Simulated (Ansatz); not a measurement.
Basis sets compared for the cluster CdCl2. Total charge 0; singlet. Geometry r2SCAN-D4/def2-TZVP. Ansatz on 4 threads of Arm Neoverse V2 on a shared host; times are rough, and most runs start from earlier orbitals.

```xyz
3

Cd    0.005   -0.001    0.002
Cl    0.110    2.218    0.434
Cl   -0.115   -2.217   -0.436
```

In the def2 sets Cd takes a core potential; there is no spin–orbit coupling. The structure comes from a short search, and lower isomers may exist.

Binding counts from free atoms (Cd singlet, Cl doublet) in the same basis, without a counterpoise term.

| level | functions | energy (Eh) | HOMO (eV) | LUMO (eV) | binding per atom (eV) | wall time |
| --- | --- | --- | --- | --- | --- | --- |
| PBE-D4/def2-SVP | 67 | -1087.5567 | -7.25 | -2.88 | 1.96 | 0.45 s |
| PBE-D4/def2-TZVP | 114 | -1087.9192 | -7.53 | -3.07 | 1.94 | 0.65 s |
| r2SCAN-D4/def2-TZVP | 114 | -1088.2886 | -7.86 | -2.85 | 1.99 | 1.7 s |
| PBE0-D4/def2-SVP | 67 | -1087.6269 | -8.66 | -2.02 | 1.96 | 0.65 s |
| PBE0-D4/def2-TZVP | 114 | -1087.9842 | -8.90 | -2.18 | 1.95 | 1.4 s |

**Question.** Estimate the rows for PBE-D4/def2-TZVPD, r2SCAN-D4/def2-TZVPD, PBE0-D4/def2-TZVPD.

**Answer.** 
```
               level  functions  energy (Eh)  HOMO (eV)  LUMO (eV)  binding per atom (eV)  wall time
   PBE-D4/def2-TZVPD        132   -1087.9213      -7.60      -3.15                   1.94     0.85 s
r2SCAN-D4/def2-TZVPD        132   -1088.2902      -7.91      -2.90                   1.99      2.1 s
  PBE0-D4/def2-TZVPD        132   -1087.9859      -8.95      -2.25                   1.95      1.1 s
```
